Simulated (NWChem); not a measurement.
BeSiH₄; SMILES [BeH][SiH3]

Results from NWChem. Geometry: optimised at PBE0/def2-SVP. LC-ωPBE (HJS hole) with def2-SVP; x = 1 − exp(−ω/0.25 bohr⁻¹) is a scale chosen for this fit.

| row | x | −ε(HOMO) (eV) |
|---|---|---|
| ω = 0.10 | 0.330 | 8.23 |
| ω = 0.20 | 0.551 | 9.37 |
| ω = 0.40 | 0.798 | 10.63 |
| ω = 0.50 | 0.865 | 10.94 |
| ω = 0.60 | 0.909 | withheld |

**Question.** Fit a straight line of the last column on the one before it, predict the withheld value, and compare with the run.

**Answer.** 
1. Means of the 4 shown rows: x = 0.6360, y = 9.793. Slope Σ(x − x̄)(y − ȳ)/Σ(x − x̄)² = 0.9125/0.1795 = 5.082; intercept 6.560.
2. The shown rows scatter about the line by 0.012 (root mean square); the largest residual is -0.02, at ω = 0.50.
3. At x = 0.909 (ω = 0.60; beyond the shown range) the line gives 11.18.
4. The run gives 11.14, -0.04 from the line.
